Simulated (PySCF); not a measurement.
Computed shifts of a molecule C4H9NSi, PBE0/pcSseg-1 run with PySCF, GIAO, gas phase, atoms alike by connectivity averaged where their shifts nearly agree, in ppm (number of nuclei): ¹³C: 90.7 (1), 75.5 (1), 23.0 (1), 15.6 (1). ²⁹Si: -25.4 (1). ¹⁵N: 11.1 (1). ¹H: 4.77 (2), 2.20 (2), 2.08 (1), 1.13 (2), 0.47 (2). References: ¹³C against TMS (σ = 186.3 ppm); ²⁹Si against TMS (σ = 352.7 ppm); ¹⁵N against NH3 (σ = 267.4 ppm); ¹H against TMS (σ = 31.56 ppm), references at their B3LYP-D3(BJ)/def2-TZVP geometries, non-relativistic. Geometry: B3LYP-D3(BJ)/def2-SVP. Other conformers were not sampled.

Which structure fits?
(A) CN1C=CC[SiH2]1
(B) C=C1CN[SiH2]C1
(C) C=C=C[C@@H](N)[SiH3]
(D) C#CCC[SiH2]N

D, C#CCC[SiH2]N
